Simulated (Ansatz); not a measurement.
**Which isomer of AlAsF3H3 gives these data?**

These gas-phase data were calculated for one isomer of AlAsF3H3 at PBE0-D4/def2-SVP (harmonic, unscaled wavenumbers; equilibrium rotational constants with average atomic masses):

- rotational constants: 3.172, 1.287, 1.287 GHz
- all wavenumbers above 1500 cm⁻¹: 2338, 2338, 2317

Candidates:

(1) `F[AsH2+][AlH-]([F])[F]`, a singlet
(2) `[F][Al-]([F])([F])[AsH3+]`, a singlet

Assign the data to one candidate and say why.

Candidate (2). No mode falls between 1700 and 2050 cm⁻¹, where the Al–H stretch of (1) would stand.

The same quantities for all candidates:

|  | rotational constants (GHz) | wavenumbers above 1500 cm⁻¹ | E above the lowest, PBE0-D4/def2-SVP (kcal/mol) |
| --- | --- | --- | --- |
| (1) | 3.742, 1.261, 1.188 | 2287, 2268, 1976 | 52.6 |
| (2) | 3.172, 1.287, 1.287 | 2338, 2338, 2317 | 0.0 |

Each candidate is one conformer. Programs: Ansatz 0.2.0.
